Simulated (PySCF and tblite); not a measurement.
Results of a calculation; reference values are marked as such.
Stationary points of C4H10BOSi2 (charge -1) at GFN2-xTB, in Å:

Structure A

```
 1 C    -1.928    1.742   -0.979
 2 B    -1.937    0.242   -0.370
 3 C    -3.378   -0.492   -0.274
 4 C    -0.732   -0.412    0.065
 5 C     0.343   -0.958    0.438
 6 Si    1.758   -1.812    0.984
 7 O     3.324   -1.160    0.940
 8 Si    4.159    0.118    0.535
 9 H    -2.323    1.770   -1.998
10 H    -2.549    2.423   -0.390
11 H    -0.925    2.170   -1.012
12 H    -3.851   -0.586   -1.256
13 H    -3.304   -1.497    0.144
14 H    -4.077    0.068    0.353
15 H     2.052   -3.110    1.553
16 H     5.548   -0.234    0.879
17 H     3.753    1.313    1.288
18 H     4.068    0.414   -0.902
```

Structure B

```
 1 C    -2.023    1.849   -0.473
 2 B    -1.944    0.276   -0.136
 3 C    -3.289   -0.581   -0.364
 4 C    -0.713   -0.347    0.347
 5 C     0.372   -0.898    0.596
 6 Si    1.669   -1.577    1.659
 7 O     3.132   -0.679    1.522
 8 Si    4.159   -0.047    0.511
 9 H    -2.265    2.019   -1.525
10 H    -2.806    2.343    0.107
11 H    -1.089    2.370   -0.268
12 H    -3.659   -0.482   -1.387
13 H    -3.150   -1.644   -0.169
14 H    -4.093   -0.234    0.289
15 H     2.126   -2.852    1.043
16 H     5.233    0.519    1.349
17 H     3.566    1.012   -0.317
18 H     4.765   -1.043   -0.396
```

The path came from a restrained scan, a climbing-image band and a saddle search at GFN2-xTB; energies are BP86/pcSseg-1 + D3(BJ)//GFN2-xTB, thermal terms GFN2-xTB.

Q: Which structure is a saddle point, and along which motion?

A: A: one imaginary mode (439i cm⁻¹ at GFN2-xTB, mostly on H15, C5, Si6), along the pyramidal inversion at Si6.

Q: Give their symmetry and energies above the lowest.

A: A Cs, 17.1 kcal/mol; B C1, 0.0 kcal/mol.

The ion is treated without a counter-ion.
